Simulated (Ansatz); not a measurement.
Computed with Ansatz on PBE0-D4/def2-TZVP structures; ΔE is electronic, products minus reactants. CCSD(T)/CBS is the MP2 limit (def2-TZVPP, def2-QZVPP) plus CCSD(T) − MP2 in def2-TZVPP, frozen cores. This one scheme is used for every species. DFT in def2-TZVPP. B3LYP here is the variant with VWN-RPA as its local correlation; programs differ in this. For Br outer-core shells are correlated without core-valence functions, which leaves a few kJ/mol of doubt a bond. Scalar relativity is left out up to krypton. Each species was taken in one conformer, which may not be the lowest.

Reaction (hydrogenolysis of the Si–C bond): `C=C[SiH2]Br` + H₂ → `[SiH3]Br` + ethylene

| level | ΔE (eV) |
| --- | --- |
| B3LYP-D4 | -0.13 |
| ωB97X-V | -0.16 |
| r2SCAN0 | -0.15 |
| BHLYP | -0.28 |
| CAM-B3LYP | -0.25 |
| RPA@PBE/def2-TZVPP | -0.17 |
| HF/CBS(def2) | -0.39 |
| MP2/CBS(def2) | -0.04 |

**Question.** What does CCSD(T)/CBS give? (Best estimate.)

**Answer.** Computed: -0.12 eV. The listed levels differ from it by -0.01, -0.04, -0.03, -0.16, -0.13, -0.05, -0.27, 0.08 eV.

Largest T1 diagnostic among the species: 0.011.

From BLYP to BHLYP (50 % exact exchange), in def2-TZVPP and without D4, ΔE moves by −0.04 eV. At CCSD(T), def2-SVP lies −0.14 eV from the extrapolated value and def2-TZVPP −0.03 eV. In def2-TZVPP, CCSD(T) changes the Hartree–Fock value by +0.24 eV (the triples alone add +0.05 eV) and MP2 by +0.32 eV.
